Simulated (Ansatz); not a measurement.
H₅O₂Si₂ (`O[Si](O)[SiH3]`) radical. Total charge 0; spin multiplicity 2. Geometry: relaxed with PBE0-D4/def2-TZVP. It is one conformer, not always the lowest.

```xyz
9

O    -1.947   -0.438   -0.137
Si   -0.654    0.296    0.598
O    -0.273   -0.661    1.881
Si    1.278    0.402   -0.760
H    -2.465    0.100   -0.739
H    -1.002   -1.091    2.335
H     0.927    1.206   -1.964
H     2.347    1.114   -0.012
H     1.789   -0.927   -1.203
```

Q: What is the dipole moment at B3LYP/def2-TZVPP? (Estimate.)

A: Computed: 1.74 D, with components (-1.66, 0.44, -0.30) D in this frame, pointing from negative to positive charge.

Q: And with PBE, r2SCAN, ωB97M-V? (Estimate.)

A: Computed: PBE 1.73 D, r2SCAN 1.77 D, ωB97M-V 1.77 D.

Q: Give the Mulliken charges with B3LYP, r2SCAN, ωB97M-V in def2-TZVPP. (An estimate is asked.)

A: Ansatz gave: 
```json
{"atom": "O1", "B3LYP": "-0.37", "r2SCAN": "-0.39", "ωB97M-V": "-0.34"}
{"atom": "Si2", "B3LYP": "0.41", "r2SCAN": "0.43", "ωB97M-V": "0.37"}
{"atom": "O3", "B3LYP": "-0.38", "r2SCAN": "-0.40", "ωB97M-V": "-0.36"}
{"atom": "Si4", "B3LYP": "0.13", "r2SCAN": "0.15", "ωB97M-V": "0.03"}
{"atom": "H5", "B3LYP": "0.19", "r2SCAN": "0.21", "ωB97M-V": "0.18"}
{"atom": "H6", "B3LYP": "0.19", "r2SCAN": "0.20", "ωB97M-V": "0.18"}
{"atom": "H7", "B3LYP": "-0.07", "r2SCAN": "-0.07", "ωB97M-V": "-0.03"}
{"atom": "H8", "B3LYP": "-0.06", "r2SCAN": "-0.06", "ωB97M-V": "-0.02"}
{"atom": "H9", "B3LYP": "-0.05", "r2SCAN": "-0.06", "ωB97M-V": "-0.02"}
```

B3LYP here is the variant with VWN-RPA as its local correlation; programs differ in this.
